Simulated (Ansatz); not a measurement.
```xyz
9

C    -1.548    0.177   -0.513
Sc    0.621    0.453   -0.326
N     1.576   -0.660    0.994
F     1.520    1.695   -1.363
H    -1.995    0.702   -1.365
H    -1.809   -0.886   -0.616
H    -2.071    0.530    0.387
H     1.140   -1.355    1.589
H     2.565   -0.657    1.211
```

The species carries charge 0 and has multiplicity 1.

List the B3LYP/def2-TZVPP orbital energies in eV (the Gaussian-basis code of Ansatz). (Estimate.)

The calculation gave: Occupied: -4400.21, -670.09, -479.47, -395.77, -395.70, -395.67, -388.68, -275.41, -57.13, -35.62, -35.39, -35.05, -29.64, -22.11, -17.74, -12.77, -10.95, -10.66, -10.62, -10.23, -10.18, -9.77, -7.19, -6.77. Lowest empty: -2.12, -1.10, -0.57, -0.07, 0.08, 0.36, 0.60, 1.12.

B3LYP here is the variant with VWN-RPA as its local correlation; programs differ in this.
